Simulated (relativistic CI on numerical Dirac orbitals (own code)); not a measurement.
## Forbidden lines of Ga XVII

These numbers are calculated, not measured: Dirac-Coulomb-Breit CI, orbitals from a KLI potential per configuration, a model potential for QED, unscaled Slater integrals (own radial code, finite nucleus).

Configurations in the expansion (outside the closed core [Ne]): 3s2 3p3, 3s 3p4, 3s2 3p2 3d, 3p5, 3s 3p3 3d, 3p4 3d, 3s 3p2 3d2, 3s2 3p2 4s, 3s2 3p 3d 4p, 3p4 4s, 3s2 3p2 4p, 3p4 4p, 3s 3p2 3d 4s, 3s2 3p2 4d, 3s 3p3 4s, 3s2 3p2 4f, 3s 3p3 4p, 3p3 3d 4p, 3s 3p3 4d, 3s 3p3 4f, 3s2 3p2 5s, 3s2 3p2 5p, 3s2 3p 4s 4p, 3s2 3p2 5d, 3s2 3p2 5f, 3s2 3p2 5g, 3s 3p2 4s2, 3s 3p3 5s, 3s2 3p 3d2, 3s2 3d3, 3s 3p 3d3, 3s2 3d2 4s, 3s2 3d2 4p, 3s2 3d2 4d, 3p3 3d2, 3p2 3d3, 3p2 3d2 4s, 3p2 3d2 4p, 3p2 3d2 4d, 3s2 3p 3d 4s, 3s 3p 3d2 4s, 3s2 3d 4s2, 3s2 3d 4s 4p, 3s2 3d 4s 4d, 3s 3p2 3d 4p, 3s 3p 3d2 4p, 3s 3p 3d 4s 4p, 3s 3p 3d 4p2, 3s 3p 3d 4p 4d, 3p3 3d 4s, 3p2 3d 4s2, 3p2 3d 4s 4p, 3p2 3d 4s 4d, 3s2 3p 4s2, 3s 3p 3d 4s2, 3s2 4s2 4p, 3s2 4s2 4d, 3s2 3p 4p2, 3s2 3d 4p2, 3s2 4s 4p2, 3s2 4p3, 3s2 4p2 4d, 3s 3p2 4s 4p, 3s 3p 4s2 4p, 3s 3p 4s 4p2, 3s 3p 4s 4p 4d. Double excitations out of closed p, d and f shells are left out; levels of such configurations are missing from the list, as are those of other unlisted configurations, and high levels can miss mixing partners. These lack a partner that the ground configuration has and come out too high: 3s2 3p2 4f, 3s 3p3 4d, 3s 3p3 4f, 3s2 3p2 5s, 3s2 3p2 5p.

| λ vac (nm) | Lower | Upper | Type | A (s⁻¹) | gf | Branching (%) |
| --- | --- | --- | --- | --- | --- | --- |
| 18.215 | 3s2 3p3 2D°_5/2 [3] | 3s2 3p2 3d 4F_9/2 [21] | M2 | 1.14e+02 | 5.65e-09 | 34.5 |
| 31.819 | 3s 3p4 4P_5/2 [6] | 3s2 3p2 3d 2G_9/2 [26] | E2 | 5.78e+01 | 8.77e-09 | 2.8 |
| 42.386 | 3s 3p4 4P_5/2 [6] | 3s2 3p2 3d 4F_9/2 [21] | E2 | 1.06e+02 | 2.85e-08 | 32.1 |
| 75.930 | 3s2 3p3 4S°_3/2 [1] | 3s2 3p3 2P°_3/2 [5] | M1 | 2.11e+03 | 7.28e-07 | 36.6 |
| 92.484 | 3s2 3p3 4S°_3/2 [1] | 3s2 3p3 2P°_1/2 [4] | M1 | 1.96e+03 | 5.04e-07 | 81.9 |
| 105.26 | 3s2 3p2 3d 4F_7/2 [16] | 3s2 3p2 3d 2G_9/2 [26] | M1 | 7.55e+02 | 1.25e-06 | 36.7 |
| 122.89 | 3s2 3p2 3d 2F_7/2 [18] | 3s2 3p2 3d 2G_9/2 [26] | M1 | 4.27e+01 | 9.68e-08 | 2.1 |
| 127.62 | 3s2 3p2 3d 4F_9/2 [21] | 3s2 3p2 3d 2G_9/2 [26] | M1 | 1.07e+03 | 2.62e-06 | 52.2 |
| 130.84 | 3s2 3p3 2D°_3/2 [2] | 3s2 3p3 2P°_3/2 [5] | M1 | 2.76e+03 | 2.84e-06 | 48.0 |
| 143.08 | 3s2 3p3 4S°_3/2 [1] | 3s2 3p3 2D°_5/2 [3] | M1 | 6.78e+01 | 1.25e-07 | 71.4 |
| 161.79 | 3s2 3p3 2D°_5/2 [3] | 3s2 3p3 2P°_3/2 [5] | M1 | 7.89e+02 | 1.24e-06 | 13.7 |
| 180.94 | 3s2 3p3 4S°_3/2 [1] | 3s2 3p3 2D°_3/2 [2] | M1 | 8.49e+02 | 1.67e-06 | 100.0 |
| 189.18 | 3s2 3p3 2D°_3/2 [2] | 3s2 3p3 2P°_1/2 [4] | M1 | 4.29e+02 | 4.60e-07 | 17.9 |
| 231.90 | 3s2 3p2 3d 4D_7/2 [23] | 3s2 3p2 3d 2G_9/2 [26] | M1 | 8.61e+01 | 6.94e-07 | 4.2 |
| 600.57 | 3s2 3p2 3d 4F_7/2 [16] | 3s2 3p2 3d 4F_9/2 [21] | M1 | 1.08e+02 | 5.86e-06 | 32.8 |
| 683.80 | 3s2 3p3 2D°_3/2 [2] | 3s2 3p3 2D°_5/2 [3] | M1 | 2.61e+01 | 1.10e-06 | 27.5 |

Terms are leading LS components. Brackets give the number of a level in order of energy, since labels repeat. The list gives strong lines, with weight on those to low levels, among the lowest 400 of 7833 levels, so that lines to higher ones, which can be the strongest, are missing. Levels whose partners in the same complex of configurations lie outside the list can be far off, and so can their lines. Rates are taken at the computed energies, electric ones in the length gauge.

At this charge energies of transitions that change n are usually good to better than 1 %, and those within a shell (Δn = 0) to a few per cent.

**Question.** From the table, what is the radiative lifetime of 3s2 3p2 3d 2G_9/2?

**Answer.** The listed rates from this level add up to about 2.01e+03 s⁻¹, 98 % of its decay; with all channels τ = 4.86e-04 s.

LS names give the leading component of a level, which can be under half, so a name can repeat, a term be missing and a line seem to break the LS rules.
